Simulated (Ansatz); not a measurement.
Steps of a relaxation of CH₂AlClS, SMILES `[Cl][Al]1[CH2][S]1` with RKS PBE0-D4/def2-TZVP.

```sh
$ ansatz run in.yaml --threads 2 --pin off --events-out ev --progress --plain --max-ram 4352MiB
```

```yaml
crystal:
  periodic: [false, false, false]
  atoms:
    - {symbol: Cl, position_ang: [-1.261350, -2.727721, 0.714978]}
    - {symbol: Al, position_ang: [-0.543173, -0.891720, 0.011744]}
    - {symbol: C, position_ang: [0.539639, 0.686360, 0.122643]}
    - {symbol: S, position_ang: [-0.575750, 0.609246, -1.500212]}
    - {symbol: H, position_ang: [1.614228, 0.698950, -0.138166]}
    - {symbol: H, position_ang: [0.268606, 1.560784, 0.742913]}
basis:
  gaussian: {orbitals: def2-TZVP}
hamiltonian: {xc: pbe0, dispersion: d4}
relax: {f_tol: 0.005, max_steps: 150}
```

Positions (Å) and forces (eV/Å) along the path, 6 of 6 steps:

```xyz
6
step=1 energy=-31015.5507 eV
Cl   -1.261   -2.728    0.715    0.155    0.387   -0.145
Al   -0.543   -0.892    0.012    0.020    0.198   -0.151
C     0.540    0.686    0.123    0.079    0.190   -0.061
S    -0.576    0.609   -1.500    0.240   -0.279    0.627
H     1.614    0.699   -0.138   -0.612   -0.014    0.100
H     0.269    1.561    0.743    0.118   -0.483   -0.369
6
step=2 energy=-31015.5812 eV
Cl   -1.253   -2.704    0.705    0.025    0.051   -0.013
Al   -0.540   -0.887    0.013    0.050    0.130   -0.049
C     0.539    0.678    0.130   -0.055    0.074   -0.163
S    -0.566    0.602   -1.480    0.098   -0.074    0.224
H     1.596    0.698   -0.144   -0.167   -0.023    0.072
H     0.266    1.549    0.730    0.048   -0.158   -0.071
6
step=3 energy=-31015.5850 eV
Cl   -1.242   -2.692    0.708   -0.014   -0.034    0.011
Al   -0.539   -0.880    0.008    0.010   -0.004    0.021
C     0.534    0.681    0.120   -0.066   -0.050   -0.051
S    -0.564    0.603   -1.478    0.057    0.044    0.042
H     1.589    0.688   -0.136    0.028    0.008   -0.026
H     0.265    1.536    0.732   -0.015    0.036    0.004
6
step=4 energy=-31015.5855 eV
Cl   -1.245   -2.696    0.708    0.001    0.003   -0.002
Al   -0.539   -0.882    0.011   -0.006   -0.016    0.007
C     0.533    0.680    0.120   -0.007    0.005   -0.015
S    -0.559    0.606   -1.474   -0.006    0.000   -0.011
H     1.588    0.690   -0.140    0.012    0.002    0.008
H     0.264    1.538    0.729    0.006    0.006    0.012
6
step=5 energy=-31015.5856 eV
Cl   -1.245   -2.696    0.708    0.000    0.002   -0.002
Al   -0.539   -0.882    0.011   -0.001   -0.004    0.003
C     0.533    0.680    0.119   -0.004    0.000   -0.006
S    -0.560    0.606   -1.474    0.000   -0.001    0.001
H     1.589    0.690   -0.139    0.002    0.002    0.002
H     0.264    1.538    0.730    0.003    0.001    0.001
6
step=6 energy=-31015.5856 eV
Cl   -1.245   -2.696    0.708    0.000    0.000   -0.001
Al   -0.539   -0.882    0.011    0.001    0.000    0.001
C     0.533    0.680    0.118   -0.001   -0.001   -0.001
S    -0.560    0.606   -1.474    0.000   -0.001    0.001
H     1.589    0.690   -0.139    0.000    0.001    0.000
H     0.265    1.538    0.730    0.001    0.000    0.000
```

Run time 19 s (2 threads of an Arm Neoverse V2 on a shared host); peak host memory 0.35 GiB.
